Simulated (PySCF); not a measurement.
Isomers of C7H12NP. Computed with PBE0-D3(BJ)/def2-SVP geometry optimisation, gas phase (PySCF). One conformer each; no zero-point energy, no entropy. No frequencies were run at this level. Point groups hold within 0.08 Å.

Question: Rank from lowest to highest electronic energy at this level (kcal/mol).
A. `[CH3:1][CH2:2][c:3]1[cH:4][n:5]([CH2:6][CH3:7])[cH:8][p:9]1` with C1–C2–C3–C4 -108°, C4–N5–C6–C7 86°
B. `[CH2:1]=[CH:2][CH2:3][P:4]([CH3:5])[CH2:6][CH2:7][C:8]#[N:9]` with C1–C2–C3–P4 -113°, C2–C3–P4–C5 176°, C3–P4–C6–C7 -177°, P4–C6–C7–C8 180°

Answer: A (0.0), B (30.5).

As drawn, the lower has an aromatic ring, which the higher lacks; the higher has a C≡N group and a C=C bond outside aromatic rings, which the lower lacks.

| SMILES | E (Eh) | E rel (kcal/mol) | dipole (D) | point group | A, B, C (MHz) |
| --- | --- | --- | --- | --- | --- |
| CCc1cn(CC)cp1 | -669.23053 | 0.0 | 3.78 | C1 | 2438, 855.7, 713.9 |
| C=CCP(C)CCC#N | -669.18193 | 30.5 | 4.01 | C1 | 1742, 745.9, 561.7 |

How do the relative energies change in single points at PBE0/pcSseg-1 (no added dispersion term) on the same geometries?

```tsv
SMILES	PBE0-D3(BJ)/def2-SVP (kcal/mol)	PBE0/pcSseg-1 (kcal/mol)	shift
CCc1cn(CC)cp1	0.0	0.0	0.0
C=CCP(C)CCC#N	30.5	25.7	-4.8
```

Each column counts from its own lowest isomer. The order is unchanged; the largest shift is 4.8 kcal/mol.
